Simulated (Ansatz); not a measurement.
Computed with Ansatz.

ClF$_{2}$HO$_{2}$W, SMILES `[O]=[W]([OH])([F])([F])[Cl]` at its PBE0-D4/def2-TZVP geometry, where that method's forces vanish. The species carries charge 0 and has multiplicity 1. W takes the def2 core potential.

| atom | x (Å) | y (Å) | z (Å) |
| --- | --- | --- | --- |
| O1 | 0.1728 | 0.6770 | 1.6885 |
| W2 | -0.2078 | 0.3240 | 0.0962 |
| O3 | 0.0707 | -1.5081 | -0.1093 |
| F4 | -2.0201 | -0.0600 | 0.0545 |
| F5 | -0.6925 | 1.9512 | -0.6673 |
| Cl6 | 1.8063 | 0.6524 | -0.9733 |
| H7 | 0.8706 | -2.0365 | -0.0893 |

(1) For each bond, give half the difference of the two atoms' forces along it (eV/Å; positive pushes the atoms apart) under PBE-D4, r2SCAN-D4, B3LYP-D4, ωB97M-V in def2-TZVPP. (An estimate is asked.)

Answers

(1) The calculation gave: 
```csv
bond,length (Å),PBE-D4,r2SCAN-D4,B3LYP-D4,ωB97M-V
O1–W2,1.675,1.10,0.55,0.37,-0.52
W2–O3,1.865,0.12,0.14,0.20,0.11
W2–F4,1.853,0.34,0.05,0.19,0.03
W2–F5,1.862,0.21,0.01,0.17,0.07
W2–Cl6,2.304,-0.03,0.02,0.17,0.18
O3–H7,0.959,0.19,-0.06,-0.11,-0.04
```

B3LYP here is the variant with VWN-RPA as its local correlation; programs differ in this.
